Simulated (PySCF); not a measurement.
BrOSn, multiplicity 2. Atoms are numbered in the order given.

```xyz
3

Sn     0.3038     0.9012     0.0000
O     -1.6158     1.3384     0.0000
Br    -0.0647    -1.5933     0.0000
```
Charge 0, spin multiplicity 2.

Coordinates come from a r2SCAN-D4/def2-TZVP optimisation. The def2 effective core potentials stand for the cores of Sn; spin–orbit coupling is left out.

Calculation: PySCF with IEF-PCM-ωB97X/def2-SVP.

The values are the electrostatic part of the solvation free energy, E(continuum) − E(gas) at the gas-phase geometry, in a cavity of scaled van der Waals radii (PySCF's table); cavitation and dispersion terms are not included. A continuum can't describe solvent molecules that bind to the metal. The dipole moment in vacuum is 3.15 D.

Question: Estimate the values in water (ε = 78.36), cyclohexanone (ε = 15.62), N,N-dimethylformamide (ε = 37.22). (Estimate from the structure and the level; the computed values follow.)

Answer: 
```tsv
solvent	ε	ΔG(elec) (kcal/mol)	dipole (D)
water	78.36	-5.8	4.26
cyclohexanone	15.62	-5.4	4.16
N,N-dimethylformamide	37.22	-5.7	4.23
```
